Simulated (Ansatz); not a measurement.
Mulliken charges of C2H5ClOSi (`C=C[SiH](O)Cl`) from PBE/def2-TZVPP in Ansatz (PBE0-D4/def2-TZVP geometry).

| atom | x (Å) | y (Å) | z (Å) | charge (e) |
| --- | --- | --- | --- | --- |
| C1 | -1.605 | 0.303 | 0.288 | -0.181 |
| C2 | -0.486 | -0.171 | 0.829 | -0.179 |
| Si3 | 1.035 | -0.488 | -0.173 | 0.548 |
| O4 | 0.922 | 0.151 | -1.674 | -0.345 |
| Cl5 | 2.623 | 0.338 | 0.852 | -0.243 |
| H6 | -2.500 | 0.487 | 0.876 | 0.104 |
| H7 | -1.675 | 0.525 | -0.773 | 0.091 |
| H8 | -0.468 | -0.382 | 1.896 | 0.089 |
| H9 | 1.331 | -1.921 | -0.362 | -0.074 |
| H10 | 0.906 | 1.106 | -1.755 | 0.191 |

Task: By hand: the dipole of these point charges (1 e Å = 4.8032 D).

Result: Σ q r = (-0.390, -0.008, -0.044) e Å, of length 0.393 e Å = 1.89 D.

Task: How does the dipole of the full density compare? (An estimate is asked.)

Result: Ansatz gave: (-0.365, 0.186, 0.003) e Å, 1.97 D; the point charges give 0.96 times that, at 29° from its direction.

Point charges leave out the atoms' own dipoles, such as those of lone pairs, and Mulliken's split depends on the basis, so the two needn't agree.
